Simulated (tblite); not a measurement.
Species: C₂H₉B₂N.
SMILES with atom numbers: `[BH2:1][N:2]([BH2:3])[CH2:4][CH3:5]` (hydrogens: H6, H7 on B1; H8, H9 on B3; H10, H11 on C4; H12, H13, H14 on C5)

Geometry (GFN2-xTB, Å), atoms numbered from 1 in this order:
```
atom  x, y, z in Å
B1    -1.449   -1.091   -0.166
N2    -0.705    0.051    0.202
B3    -1.197    1.368    0.081
C4     0.667   -0.139    0.675
C5     1.651   -0.116   -0.492
H6    -2.532   -0.961   -0.582
H7    -0.975   -2.157   -0.043
H8    -0.520    2.272    0.399
H9    -2.277    1.542   -0.326
H10    0.923    0.658    1.378
H11    0.742   -1.097    1.195
H12    1.412   -0.909   -1.199
H13    2.667   -0.260   -0.132
H14    1.593    0.838   -1.011
```

Computed values, GFN2-xTB/tblite, gas phase, harmonic and unscaled. Errors from tens to a few hundred cm⁻¹ against measured bands are possible. Modes of hydrogen on boron can be 10 to 20 % off. One conformer, not necessarily the lowest.

Harmonic wavenumbers (cm⁻¹): 64.3, 222.0, 224.7, 284.5, 389.0, 411.4, 446.3, 521.1, 827.9, 831.2, 855.9, 860.0, 887.6, 937.9, 1028.6, 1091.5, 1110.0, 1182.8, 1189.5, 1249.7, 1298.4, 1328.4, 1388.0, 1402.7, 1484.5, 1487.7, 1500.3, 2607.8, 2612.8, 2666.4, 2677.6, 2955.1, 2968.0, 3034.0, 3038.0, 3039.3.

A = 7717, B = 4069, C = 3167 MHz; mass 69.092 u (most abundant isotopes); point group Cs, symmetry number 1.

Task: Zero-point energy?

Result: Half the sum of the wavenumbers: 25052 cm⁻¹ = 71.63 kcal/mol.

Task: Entropy at 298.15 K, 1 bar (ideal gas, RRHO, classical rotation)?

Result: Translation 38.64, rotation 25.58, vibration 14.45: S = 78.7 cal/(mol K).

Task: And Cp and H(298.15 K) − H(0)?

Result: Cp = 26.28 cal/(mol K), of which vibrations give 18.33 (their classical limit is 36 R = 71.5); H(298.15 K) − H(0) = 4.84 kcal/mol without the zero-point energy, 2.47 from vibrations.

Task: Which modes carry the vibrational entropy at 298.15 K?

Result: 64.3 cm⁻¹: 4.32; 222.0 cm⁻¹: 1.94; 224.7 cm⁻¹: 1.92; 284.5 cm⁻¹: 1.51; 389.0 cm⁻¹: 1.00; 411.4 cm⁻¹: 0.92 cal/(mol K); the other 30 give 2.83 together.

Task: What must be added to the electronic energy to get the Gibbs energy at 298.15 K and 1 bar?

Result: ZPE + [H(298.15 K) − H(0)] − T·S = 71.63 + 4.84 − 23.46 = 53.01 kcal/mol.

Task: Blend soft modes into free rotors: weight 1/[1 + (100 cm⁻¹/ν̃)⁴] for the oscillator and the rest for a rotor with moment μB/(μ + B), μ = h/(8π²ν), B = 10⁻⁴⁴ kg m². What vibrational entropy results?

Result: 13.60 cal/(mol K) in place of 14.45, which changes −T·S at 298.15 K by +0.26 kcal/mol.

Hindered rotation and anharmonicity are outside this model. Other conformers, if any are populated, would add a mixing term that is left out.

Hardware: one thread, Arm Neoverse V1 (aarch64) (shared host). Cost: 0.27 s wall. The figure is for the frequency step alone.
